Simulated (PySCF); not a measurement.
Simulation results for B₂H₂N

Computed with PySCF 2.14.0. Calculation on a computer-drawn molecule: vertical ionisation energy to the stated ion spin, frozen-core CCSD(T) at the basis limit and cheaper methods, single-reference cases, UHF for radicals, no spin-orbit; all values are single points at the evaluated structure, the first of each entry, which is the reference or a displaced copy of it and isn't optimised; the reference structure only sets the zero of the energies above reference; triples share is (T) over the correlation energy.

Common to all runs: charge 0; multiplicity 2; ion multiplicity 1; diffuse functions no; basis cc-pVnZ; reference is the Hartree-Fock double-zeta minimum; best is HF at quadruple zeta + MP2 correlation extrapolated from triple and quadruple zeta + CCSD(T) minus MP2 at triple zeta; basis step is the size of the change from the same recipe one zeta lower.

(1) B₂H₂N

Evaluated structure:
```xyz
5
B2H2N
B      1.2109     0.8151    -2.6720
N      1.9791     1.3556    -1.8635
B      2.7671     1.9555    -0.9061
H      0.5237     0.3045    -3.4003
H      3.8819     2.3975    -1.0153
```

Reference structure:
```xyz
5
B2H2N
B      1.2169     0.8148    -2.6765
N      1.9949     1.3688    -1.8696
B      2.7704     1.9672    -0.8991
H      0.4862     0.2960    -3.4295
H      3.8787     2.4028    -1.0216
```

Results for B₂H₂N: ionisation energy best 7.434 eV; ionisation energy basis step 0.02429 eV; energy above reference best 1.073 kcal/mol; energy above reference basis step 0.121 kcal/mol; total energy HF triple zeta -104.9908 hartree; total energy CCSD(T) triple zeta -105.3877 hartree; total energy best -105.4383 hartree; T1 diagnostic at triple zeta 0.01958; D1 diagnostic at triple zeta 0.05669; spin squared at triple zeta 0.7772; ion T1 diagnostic at triple zeta 0.01681; ion D1 diagnostic at triple zeta 0.04399; triples share at triple zeta 0.04514; basis functions triple zeta 118; dipole magnitude HF at triple zeta 2.304 debye; dipole magnitude CCSD unrelaxed at triple zeta 1.862 debye; dipole magnitude PBE at triple zeta 1.625 debye; dipole magnitude r2SCAN at triple zeta 1.678 debye; dipole magnitude B3LYP at triple zeta 1.808 debye; dipole magnitude wB97X at triple zeta 2.046 debye.

Drawn bonds:
```
atom  other atom  order
   1           2      1
   2           3      2
   1           4      1
   3           5      1
```

Triple zeta:
```
 method  ionisation energy (eV)  energy above reference (kcal/mol)
     HF                   6.943                             0.6176
    PBE                   7.559                              1.379
 r2SCAN                   7.665                              1.062
  B3LYP                   7.548                             0.8967
  wB97X                   7.395                              1.003
    MP2                   7.295                               1.08
   CCSD                   7.383                              1.088
CCSD(T)                   7.381                              1.233
```

(2) B₂H₂N

Evaluated structure:
```xyz
5
B2H2N
B      1.2109     0.8151    -2.6720
N      1.9791     1.3556    -1.8635
B      2.7671     1.9555    -0.9061
H      0.4252     0.2314    -3.5046
H      3.8819     2.3975    -1.0153
```

Reference structure:
```xyz
5
B2H2N
B      1.2169     0.8148    -2.6765
N      1.9949     1.3688    -1.8696
B      2.7704     1.9672    -0.8991
H      0.4862     0.2960    -3.4295
H      3.8787     2.4028    -1.0216
```

It finds ionisation energy best 7.437 eV; ionisation energy basis step 0.02338 eV; energy above reference best 4.062 kcal/mol; energy above reference basis step 0.1144 kcal/mol; total energy HF triple zeta -104.9851 hartree; total energy CCSD(T) triple zeta -105.3832 hartree; total energy best -105.4335 hartree; T1 diagnostic at triple zeta 0.01961; D1 diagnostic at triple zeta 0.05644; spin squared at triple zeta 0.7771; ion T1 diagnostic at triple zeta 0.01695; ion D1 diagnostic at triple zeta 0.04418; triples share at triple zeta 0.0455; basis functions triple zeta 118; dipole magnitude HF at triple zeta 2.26 debye; dipole magnitude CCSD unrelaxed at triple zeta 1.838 debye; dipole magnitude PBE at triple zeta 1.613 debye; dipole magnitude r2SCAN at triple zeta 1.658 debye; dipole magnitude B3LYP at triple zeta 1.791 debye; dipole magnitude wB97X at triple zeta 2.023 debye.

Drawn bonds:
```
atom  other atom  order
   1           2      1
   2           3      2
   1           4      1
   3           5      1
```

Triple zeta:
```
 method  ionisation energy (eV)  energy above reference (kcal/mol)
     HF                   6.954                              4.178
    PBE                   7.557                              3.615
 r2SCAN                   7.666                              4.044
  B3LYP                   7.548                              4.131
  wB97X                   7.399                              3.807
    MP2                   7.299                              4.292
   CCSD                   7.387                              4.012
CCSD(T)                   7.385                              4.035
```

(3) B₂H₂N

Evaluated structure:
```xyz
5
B2H2N
B      1.2109     0.8151    -2.6720
N      1.9791     1.3556    -1.8635
B      2.7671     1.9555    -0.9061
H      0.2345     0.0897    -3.7068
H      3.8819     2.3975    -1.0153
```

Reference structure:
```xyz
5
B2H2N
B      1.2169     0.8148    -2.6765
N      1.9949     1.3688    -1.8696
B      2.7704     1.9672    -0.8991
H      0.4862     0.2960    -3.4295
H      3.8787     2.4028    -1.0216
```

It finds ionisation energy best 7.452 eV; ionisation energy basis step 0.01999 eV; energy above reference best 31.18 kcal/mol; energy above reference basis step 0.04896 kcal/mol; total energy HF triple zeta -104.9372 hartree; total energy CCSD(T) triple zeta -105.3404 hartree; total energy best -105.3903 hartree; T1 diagnostic at triple zeta 0.0207; D1 diagnostic at triple zeta 0.05766; spin squared at triple zeta 0.783; ion T1 diagnostic at triple zeta 0.01746; ion D1 diagnostic at triple zeta 0.04459; triples share at triple zeta 0.04643; basis functions triple zeta 118; dipole magnitude HF at triple zeta 2.117 debye; dipole magnitude CCSD unrelaxed at triple zeta 1.752 debye; dipole magnitude PBE at triple zeta 1.542 debye; dipole magnitude r2SCAN at triple zeta 1.572 debye; dipole magnitude B3LYP at triple zeta 1.709 debye; dipole magnitude wB97X at triple zeta 1.929 debye.

Drawn bonds:
```
atom  other atom  order
   1           2      1
   2           3      2
   1           4      1
   3           5      1
```

Triple zeta:
```
 method  ionisation energy (eV)  energy above reference (kcal/mol)
     HF                   6.981                              34.26
    PBE                   7.561                              29.49
 r2SCAN                   7.676                               31.5
  B3LYP                   7.556                              31.76
  wB97X                   7.413                              31.67
    MP2                   7.302                              32.89
   CCSD                   7.403                              31.25
CCSD(T)                   7.402                              30.89
```

(4) B₂H₂N

Evaluated structure:
```xyz
5
B2H2N
B      1.2109     0.8151    -2.6720
N      1.9791     1.3556    -1.8635
B      2.7671     1.9555    -0.9061
H      0.1599     0.0342    -3.7858
H      3.8819     2.3975    -1.0153
```

Reference structure:
```xyz
5
B2H2N
B      1.2169     0.8148    -2.6765
N      1.9949     1.3688    -1.8696
B      2.7704     1.9672    -0.8991
H      0.4862     0.2960    -3.4295
H      3.8787     2.4028    -1.0216
```

It finds ionisation energy best 7.457 eV; ionisation energy basis step 0.01198 eV; energy above reference best 43.6 kcal/mol; energy above reference basis step 0.2944 kcal/mol; total energy HF triple zeta -104.9147 hartree; total energy CCSD(T) triple zeta -105.3207 hartree; total energy best -105.3705 hartree; T1 diagnostic at triple zeta 0.02565; D1 diagnostic at triple zeta 0.06531; spin squared at triple zeta 0.8113; ion T1 diagnostic at triple zeta 0.01782; ion D1 diagnostic at triple zeta 0.04474; triples share at triple zeta 0.04691; basis functions triple zeta 118; dipole magnitude HF at triple zeta 2.016 debye; dipole magnitude CCSD unrelaxed at triple zeta 1.709 debye; dipole magnitude PBE at triple zeta 1.494 debye; dipole magnitude r2SCAN at triple zeta 1.52 debye; dipole magnitude B3LYP at triple zeta 1.662 debye; dipole magnitude wB97X at triple zeta 1.882 debye.

Drawn bonds:
```
atom  other atom  order
   1           2      1
   2           3      2
   1           4      1
   3           5      1
```

Triple zeta:
```
 method  ionisation energy (eV)  energy above reference (kcal/mol)
     HF                   6.996                              48.39
    PBE                   7.562                              41.69
 r2SCAN                    7.68                               44.3
  B3LYP                   7.558                              44.59
  wB97X                   7.418                              44.95
    MP2                   7.269                              47.02
   CCSD                   7.408                              43.82
CCSD(T)                   7.407                              43.25
```

(5) B₂H₂N

Evaluated structure:
```xyz
5
B2H2N
B      1.2276     0.8417    -2.6889
N      1.9842     1.3280    -1.9350
B      2.7722     1.9352    -0.9284
H      0.3898     0.2464    -3.3761
H      3.8264     2.4313    -1.0167
```

Reference structure:
```xyz
5
B2H2N
B      1.2169     0.8148    -2.6765
N      1.9949     1.3688    -1.8696
B      2.7704     1.9672    -0.8991
H      0.4862     0.2960    -3.4295
H      3.8787     2.4028    -1.0216
```

It finds ionisation energy best 7.708 eV; ionisation energy basis step 0.02499 eV; energy above reference best 10.57 kcal/mol; energy above reference basis step 0.6069 kcal/mol; total energy HF triple zeta -104.9788 hartree; total energy CCSD(T) triple zeta -105.3719 hartree; total energy best -105.4231 hartree; T1 diagnostic at triple zeta 0.01675; D1 diagnostic at triple zeta 0.04565; spin squared at triple zeta 0.7638; ion T1 diagnostic at triple zeta 0.01726; ion D1 diagnostic at triple zeta 0.04563; triples share at triple zeta 0.04331; basis functions triple zeta 118; dipole magnitude HF at triple zeta 1.736 debye; dipole magnitude CCSD unrelaxed at triple zeta 1.429 debye; dipole magnitude PBE at triple zeta 1.323 debye; dipole magnitude r2SCAN at triple zeta 1.343 debye; dipole magnitude B3LYP at triple zeta 1.438 debye; dipole magnitude wB97X at triple zeta 1.595 debye.

Drawn bonds:
```
atom  other atom  order
   1           2      1
   2           3      2
   1           4      1
   3           5      1
```

Triple zeta:
```
 method  ionisation energy (eV)  energy above reference (kcal/mol)
     HF                   7.282                               8.12
    PBE                   7.785                              11.87
 r2SCAN                   7.909                              11.18
  B3LYP                   7.804                               10.6
  wB97X                   7.677                              9.844
    MP2                   7.593                              10.72
   CCSD                   7.671                              10.43
CCSD(T)                   7.656                              11.13
```
